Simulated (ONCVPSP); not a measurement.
Reading a pseudo-wave (bromine (Br))

Columns: radius, all-electron u(r) and pseudo u(r) of the 3s shell (level -249.29 eV) of bromine in the configuration [Ne] 3s2 3p6 3d10 4s2 4p4; PBE, scalar-relativistic, ONCV scheme, ONCVPSP 4.0.1.

| r (bohr) | all-electron | pseudo |
| --- | --- | --- |
| 0.045 | 0.1899 | 0.1242 |
| 0.090 | -0.5832 | 0.2570 |
| 0.135 | -0.8175 | 0.4043 |
| 0.180 | -0.5568 | 0.5676 |
| 0.225 | -0.0713 | 0.7430 |
| 0.270 | 0.4417 | 0.9214 |
| 0.315 | 0.8772 | 1.0905 |
| 0.360 | 1.1959 | 1.2369 |
| 0.405 | 1.3956 | 1.3486 |
| 0.450 | 1.4936 | 1.4180 |
| 0.495 | 1.5114 | 1.4415 |
| 0.540 | 1.4712 | 1.4212 |
| 0.585 | 1.3927 | 1.3635 |
| 0.630 | 1.2904 | 1.2768 |
| 0.675 | 1.1761 | 1.1713 |
| 0.720 | 1.0579 | 1.0567 |
| 0.765 | 0.9415 | 0.9411 |
| 0.810 | 0.8307 | 0.8304 |
| 0.855 | 0.7275 | 0.7272 |
| 0.900 | 0.6332 | 0.6330 |
| 0.945 | 0.5484 | 0.5482 |
| 0.990 | 0.4728 | 0.4726 |
| 1.035 | 0.4060 | 0.4059 |
| 1.080 | 0.3475 | 0.3474 |
| 1.125 | 0.2967 | 0.2965 |
| 1.170 | 0.2526 | 0.2525 |

(1) How many radial nodes do the two functions have?

(2) At about which radius was the pseudo-wave matched?

(3) Where does each function peak?

(4) Is the pseudo-wave norm-conserving?

## Answers

(1) The all-electron 3s function has n − l − 1 = 2; the pseudo-wave has 0, since the states of the same l below it are removed with the core.

(2) 0.80 bohr, where the columns begin to agree (steps of 0.04 bohr).

(3) Outermost all-electron maximum near 0.49 bohr, pseudo maximum near 0.49 bohr (to the table’s step).

(4) Yes: the ONCV scheme keeps the norm inside the radius equal to the all-electron one, which fixes the energy derivative of the logarithmic derivative at the level.
